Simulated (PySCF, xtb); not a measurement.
CF2, SMILES F[C]F (connectivity only; charge and spin as stated), neutral, multiplicity 1.

Harmonic wavenumbers (cm⁻¹) from GFN2-xTB in xtb at its own minimum, in rising order: 588, 1133, 1294.

Question: What does PySCF with B3LYP-D3(BJ)/def2-TZVP give at its own minimum? (The exact figures need the calculation; the answer reports its results.)

Answer: 670, 1110, 1227. Paired by order, the mean absolute difference is 57 cm⁻¹ and the zero-point energies are 4.3 and 4.3 kcal/mol.
